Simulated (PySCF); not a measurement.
C3H9AlO.
SMILES: `C[O][AlH][CH2]C`

Torsions of this conformer, `[CH3:1][CH2:2][AlH:3][O:4][CH3:5]`: C1–C2–Al3–O4 179°, C2–Al3–O4–C5 179°.

The closed-shell ground state was solved at several levels (PySCF, density fitting, gas phase, non-relativistic). One conformer (not necessarily the lowest) at the PBE0-D3(BJ)/def2-SVP geometry, without solvent, vibrations or thermal averaging.

| level | basis functions | total energy (Eh) | HOMO (eV) | LUMO (eV) | gap (eV) | dipole (D) |
| --- | --- | --- | --- | --- | --- | --- |
| B3LYP/def2-TZVP | 215 | -437.5431 | -7.29 | -0.78 | 6.51 | 0.05 |
| B3LYP/6-31G* | 92 | -437.4248 | -7.08 | -0.57 | 6.51 | 0.13 |

Q: What might B3LYP/cc-pVTZ (280 basis functions) give for the same quantities?

A: Total energy -437.5382 Eh, HOMO -7.27 eV, LUMO -0.78 eV, gap 6.49 eV, dipole 0.04 D.

Q: How much does the basis alone move the frontier levels among the 3 B3LYP rows (the withheld one included)?

A: The HOMO by 0.21 eV and the LUMO by 0.21 eV. By rising basis size (HOMO, LUMO in eV): 6-31G* -7.08, -0.57; def2-TZVP -7.29, -0.78; cc-pVTZ -7.27, -0.78.

Q: How far do the dipole and the HOMO energy spread over the levels?

A: The dipole runs from 0.04 to 0.13 D (mean 0.07 D) and the HOMO from -7.29 to -7.08 eV.
